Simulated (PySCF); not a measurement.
# One molecule, several mistakes: Al3H4 cation

These are calculations, not measurements. The program is PySCF 2.14.0, an open-source quantum chemistry code, run on an isolated molecule that a program drew, which may never have been made. The molecule is Al3H4 cation (charge +1, singlet), drawn as the SMILES string `[AlH2][Al+][AlH2]`.

Each row is a Hartree-Fock (HF) and frozen-core CCSD(T) single point in the cc-pV(D+d)Z basis, meant for a local HF minimum. Run 1 is clean. Each other run has one planted mistake out of seven kinds, and not every kind appears here: one electron removed, one electron added, multiplicity raised by two, geometry at a saddle point, minimal basis STO-3G, one bond length entered in bohr, all coordinates scaled. The reference is restricted for singlets and unrestricted otherwise, and also for a bond in bohr. Adding or removing an electron swaps singlet and doublet. Electrons count all cores. HOMO and LUMO are orbital energies over both spins, the gradient is its largest component, and the lowest frequency (negative if imaginary) is given only where the gradient is small. Bond lengths are over the 6 bonds as drawn. T1 is the CCSD diagnostic: over 0.02 (restricted) or 0.045 (unrestricted) a single reference is doubtful.

Geometry of the clean run:
```xyz
7
Al3H4 cation, angstrom
Al    1.9931   -4.0267    0.1408
Al    0.6109   -1.7515    0.6183
Al   -0.7718    0.5233    1.0959
H     2.0222   -5.0422    1.3297
H     2.6378   -4.1203   -1.2809
H    -2.2982    0.4491    0.7639
H     0.0804    1.7067    1.6607
```

```
run  electrons  basis functions  <S^2>  HOMO (eV)  LUMO (eV)  gradient (hartree/bohr)  lowest frequency (cm^-1)  mean bond (Å)  longest bond (Å)      T1  HF (hartree)  CCSD(T) (hartree)               mistake
  1         42               89  0.000     -13.18      -4.82                  5.4e-06                        33         1.9441             2.705  0.0143    -727.81840         -728.03595              no fault
  2         42               31  0.000      -9.47       2.06                  3.9e-02                         -         1.9441             2.705  0.0099    -719.17409         -719.30020  minimal basis STO-3G
  3         42               89  2.023     -11.35      -6.15                  1.2e-02                         -         1.9441             2.705  0.0371    -727.75478         -727.96788                     ?
  4         42               89  0.967     -10.43      -5.16                  1.5e-02                         -         2.3451             5.111  0.0563    -727.75540         -727.95591                     ?
```

**Which mistake was planted in run 3, and what did it cost?**

Electrons, basis and geometry are unchanged, and <S^2> is 2.023, beside S(S+1) = 2.00 for a multiplicity of 3. So the mistake is: multiplicity raised by two. Subtracting run 1 and multiplying by 627.51 kcal/mol a hartree, the energy moved by 39.9 kcal/mol in HF and 42.7 kcal/mol in CCSD(T).

**Which mistake was planted in run 4, and what did it cost?**

The mean bond changes by a factor of 1.206 and the longest by 1.889, so the molecule wasn't scaled as a whole. A length L in bohr read as angstrom grows by (1/0.5292 - 1) L = 0.890 L. The 6 bonds together grew by 6 x 0.4010 = 2.406 Å, which gives L = 2.704 Å. That is the length of one of the Al-Al bonds, 2.705 Å in the clean geometry. So the mistake is: one bond length entered in bohr. Subtracting run 1 and multiplying by 627.51 kcal/mol a hartree, the energy moved by 39.5 kcal/mol in HF and 50.2 kcal/mol in CCSD(T).

Cautions from the logs. Run 4: T1 is over the limit, so its CCSD(T) energy is less reliable.
